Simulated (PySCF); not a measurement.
Electric field gradients and quadrupole coupling constants

Species: C4H14O2Si3.
Cartesian coordinates in Å at the GFN2-xTB level; atoms count from 1:
```xyz
23
C4H14O2Si3 angstrom
C      3.5619   -1.0924   -0.2864
C      2.6236   -0.3393    0.2707
C      2.8747    1.1060    0.5833
Si     0.8994   -0.9907    0.7005
Si    -0.6719    0.1162   -0.5452
O     -1.1068    1.3381    0.4374
C     -2.2513    2.1364    0.3599
O     -1.9544   -0.8453   -0.8502
Si    -3.2985   -1.6729   -0.5159
H      3.3935   -2.1327   -0.5066
H      4.5387   -0.7079   -0.5437
H      2.8602    1.2565    1.6622
H      3.8377    1.4391    0.1997
H      2.0881    1.7271    0.1561
H      0.7472   -0.8569    2.1653
H      0.9026   -2.4425    0.4461
H     -0.4135    0.6111   -1.9049
H     -2.1575    2.8660   -0.4480
H     -2.3633    2.6605    1.3098
H     -3.1359    1.5213    0.1768
H     -4.4306   -0.8049   -0.8521
H     -3.2329   -2.8570   -1.3670
H     -3.3156   -2.0089    0.9080
```

Field gradients from the PBE0/pcSseg-1 density (PySCF, non-relativistic), principal values in atomic units, ordered |Vxx| ≤ |Vyy| ≤ |Vzz|:

```csv
atom,Vxx,Vyy,Vzz
O6,-0.6250,-1.1148,1.7398
O8,-0.4683,-0.5900,1.0583
```

Problem. Find the asymmetry η = (Vxx − Vyy)/Vzz and the couplings χ = eQV/h (234.96 MHz × Q in barn × V in au), with Q(17O) = −0.0256 b.

Solution. 
```tsv
atom	environment	nucleus	η	χzz (MHz)	χxx (MHz)	χyy (MHz)
O6	silyl ether oxygen	17O	0.28	-10.47	3.76	6.71
O8	siloxane oxygen	17O	0.12	-6.37	2.82	3.55
```

Problem. What is Vzz at O6 in SI units (1 au = 9.71736 × 10²¹ V/m²)?

Solution. 1.7398 au = 16.906 × 10²¹ V/m².

Problem. What couplings would deuterons (Q(2H) = 0.00286 b) have in place of the hydrogens, at this geometry?

Solution. 
```
atom  bonded to  bond length (Å)  Vzz (au)     η  χzz (kHz)
 H10         C1            1.077    0.3372  0.05        227
 H11         C1            1.081    0.3302  0.05        222
 H12         C3            1.089    0.3113  0.03        209
 H13         C3            1.089    0.3126  0.03        210
 H14         C3            1.089    0.3101  0.04        208
 H15        Si4            1.479    0.1543  0.03        104
 H16        Si4            1.474    0.1572  0.02        106
 H17        Si5            1.470    0.1546  0.02        104
 H18         C7            1.093    0.2976  0.07        200
 H19         C7            1.091    0.3014  0.07        203
 H20         C7            1.093    0.2958  0.09        199
 H21        Si9            1.466    0.1580  0.03        106
 H22        Si9            1.460    0.1623  0.02        109
 H23        Si9            1.463    0.1592  0.03        107
```

Isolated species at its GFN2-xTB geometry (one conformer only). GFN2-xTB bond lengths can be off by several hundredths of an ångström, more for odd bonds, and the gradients follow them. A larger basis could move these couplings by a tenth or more.
